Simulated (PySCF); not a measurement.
Compound: C6H7PS.
Cartesian coordinates in Å at the B3LYP/def2-SV(P) level; atoms count from 1:
```
atom  x, y, z in Å
C1    -2.962    1.665    0.688
C2    -2.670    0.564    0.272
C3    -2.294   -0.765   -0.180
P4    -0.917   -1.546    0.819
S5    -0.582   -3.420    0.396
C6     0.437   -0.429    0.636
C7     1.421    0.270    0.482
C8     2.600    1.107    0.298
H9    -3.228    2.642    1.046
H10   -3.134   -1.480   -0.113
H11   -1.946   -0.769   -1.229
H12   -1.351   -1.258    2.147
H13    3.235    0.718   -0.518
H14    2.316    2.145    0.046
H15    3.211    1.134    1.219
```

Computed, not measured: B3LYP/def2-SV(P) geometry optimisation, gas phase (PySCF 2.14.0).

Masses are those of the commonest isotopes; rigid-rotor values at the optimised geometry. The values belong to one conformer with, in the numbering `[CH:1]#[C:2][CH2:3][P@@H:4](=[S:5])[C:6]#[C:7][CH3:8]`, C2–C3–P4–S5 171°.

(1) Give the principal moments of inertia and the rotational constants in GHz.

(2) Classify the top.

(3) What does the inertial defect say?

(4) Give the other two planar moments, Paa and Pbb, and the rms extents of the mass along the axes.

(5) Predict some low-J microwave lines.

Answers

(1) Ia = 402.08, Ib = 447.67, Ic = 812.03 u·Å²; 505379 MHz·u·Å²/I gives 1257, 1129 and 622.4 MHz, that is A = 1.2569, B = 1.1289, C = 0.6224 GHz.

(2) An asymmetric top; Ray's κ = 0.597.

(3) Not planar: Δ = Ic − Ia − Ib = -37.72 u·Å². For a rigid frame Δ = −2 Σ m c², so Σ m c² = 18.86 u·Å² lies off the ab plane: 8.18 from hydrogen and 10.68 from heavier atoms. The atom farthest from that plane is 1.69 Å away.

(4) Paa = Σ m a² = (Ib + Ic − Ia)/2 = 428.81 and Pbb = Σ m b² = (Ia + Ic − Ib)/2 = 383.22 u·Å². With the mass M = 142.00 u, the rms extents √(P/M) along a, b and c are 1.74, 1.64, 0.36 Å.

(5) The dipole components are |μa| = 4.19 D, |μb| = 1.46 D, |μc| = 0.15 D. The squared components, which scale the intensities, stand as 1.00 : 0.12 : 0.00 (a : b : c). Some lines, for components of 0.1 D or more:

```tsv
type	branch	J(Ka,Kc)	MHz	lower level (cm⁻¹)
b	Q	4(3,1) ← 4(2,2)	1408	0.711
b	Q	2(1,1) ← 2(0,2)	1541	0.162
b	Q	2(2,1) ← 2(1,2)	1904	0.163
b	Q	4(4,1) ← 4(3,2)	2384	0.720
c	R	1(1,0) ← 0(0,0)	2386	0.000
b	Q	4(3,2) ← 4(2,3)	2919	0.623
a	R	2(1,2) ← 1(1,1)	2996	0.063
b	Q	4(1,3) ← 4(0,4)	3946	0.491
b	Q	4(2,3) ← 4(1,4)	3961	0.491
a	R	3(0,3) ← 2(0,2)	4311	0.162
c	R	2(2,0) ← 1(1,0)	4793	0.080
a	R	3(2,2) ← 2(2,1)	5254	0.226
b	R	4(1,4) ← 3(0,3)	5547	0.306
a	R	4(1,3) ← 3(1,2)	6729	0.398
b	R	4(2,3) ← 3(1,2)	6744	0.398
c	R	3(1,2) ← 2(0,2)	7076	0.162
c	R	3(2,2) ← 2(1,2)	7157	0.163
b	R	4(2,2) ← 3(3,1)	7164	0.472
a	R	4(2,2) ← 3(2,1)	7930	0.446
c	R	4(2,2) ← 3(1,2)	9375	0.398
c	R	4(1,3) ← 3(0,3)	9493	0.306
b	R	4(4,0) ← 3(3,1)	10006	0.472
b	R	4(3,1) ← 3(2,2)	10680	0.401
```

Not checked by B3LYP/def2-SV(P) frequencies. No vibrational averaging or centrifugal distortion is included, and the geometry carries the error of its method. A rigid rotor knows nothing of internal rotation, which can split or shift real lines.
